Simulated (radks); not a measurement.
Values are calculated unless marked as measured or tabulated.
Initial-state core-level shifts of the dysprosium ion Dy+ when its valence configuration changes from [Xe] 4f10 6s1. Code: a radial shooting solver on a logarithmic mesh with Libxc functionals. Model: Dirac Kohn-Sham, PBE, spin-unpolarised, spherical densities, finite nucleus; open shells fill j = l - 1/2 first; Fermi nuclear charge, rms radius 5.2218 fm. Shifts are changes of the shell-averaged eigenvalues in eV (positive: less bound); the change of the density at the nucleus, which sets a Mossbauer isomer shift, is in e/bohr^3, on a base of 7.403e+05.

| valence | 1s | 3p | 4p | 5s | density at nucleus |
|---|---|---|---|---|---|
| 4f10 5d0.5 6s0.5 | +0.860 | +0.867 | +0.885 | +0.965 | -19.41 |
| 4f9 6s1 6p1 | -9.756 | -11.098 | -10.700 | -7.296 | +44.92 |
| 4f9 6s0.5 6p1.5 | -10.307 | -11.643 | -11.248 | -7.845 | +24.22 |
| 4f9.5 6s1 6p0.5 | -4.649 | -5.262 | -5.106 | -3.577 | +20.65 |
| 4f9.5 6s0.5 6p1 | -5.221 | -5.824 | -5.673 | -4.155 | +1.93 |
| 4f10 6p1 | -1.164 | -1.135 | -1.148 | -1.198 | -34.31 |
| 4f8 5d2 6s1 | -13.532 | -16.525 | -15.358 | -7.551 | +74.96 |
| 4f9 6s2 | -8.624 | -9.978 | -9.574 | -6.166 | +84.76 |
| 4f7 5d2 6s1 6p1 | -25.341 | -30.408 | -28.136 | -15.046 | +134.45 |
